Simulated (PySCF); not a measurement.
NICS in isomers of C7H9P.

NICS = −σ at a ghost point: NICS(0) at the centroid of the ring atoms, NICS(1) 1 Å to either side along the normal of their mean plane, zz for the tensor component along that normal. Level: GIAO PBE0/pcSseg-1 (PySCF, non-relativistic, gas phase) on the GFN2-xTB geometries, one conformer each. Atom numbers follow the mapped SMILES.

Question: Order these rings by mean NICS(1)zz, lowest (most negative) first (ppm).
A. ring P4–C5–C6–C7–C8 in `[CH3:1]/[CH:2]=[CH:3]/[p:4]1[cH:5][cH:6][cH:7][cH:8]1`
B. ring P4–C5–C6–C7–C8 in `[CH3:1][C:2]#[C:3][P:4]1[CH:5]=[CH:6][CH2:7][CH2:8]1`
C. ring P3–C4–C5–C6–C7–C8 in `[CH2:1]=[CH:2][P:3]1[CH:4]=[CH:5][CH2:6][CH:7]=[CH:8]1`
D. ring C3–P4–C5–C6–C7 in `[CH2:1]=[CH:2][c:3]1[pH:4][cH:5][cH:6][c:7]1[CH3:8]`
E. ring C2–C3–C4–C5–P7–C8 in `[CH3:1][c:2]1[cH:3][cH:4][c:5]([CH3:6])[p:7][cH:8]1`

Answer: E (-25.6), A (-12.3), D (-8.4), B (-5.1), C (-3.4).

```csv
SMILES,ring,NICS(0),NICS(1),NICS(1)zz,HOMA,rms pucker (Å),ring atoms with four or more neighbours
Cc1ccc(C)pc1,6-membered ring with P; formal bonds all aromatic,-7.4,-10.4,-25.6,0.93,0.00,0
C/C=C/p1cccc1,5-membered ring with P; bonds drawn aromatic by RDKit's count,-4.1,-5.8,-12.3,0.10,0.04,0
C=Cc1[pH]ccc1C,5-membered ring with P; bonds drawn aromatic by RDKit's count,-3.0,-5.1,-8.4,0.10,0.04,0
CC#CP1C=CCC1,"5-membered ring with P; formal bonds 1 double, 4 single",-3.2,-3.7,-5.1,–,0.11,2
C=CP1C=CCC=C1,"6-membered ring with P; formal bonds 2 double, 4 single",-2.2,-3.5,-3.4,–,0.23,1
```

NICS(0) gives another order. The isotropic NICS(1) gives the same order. HOMA uses Krygowski's 1993 parameters; it is left out where a ring has a four-coordinate atom, a triple bond, no multiple bond or a kind of bond without parameters. NICS(1) and NICS(1)zz are means over the two faces.
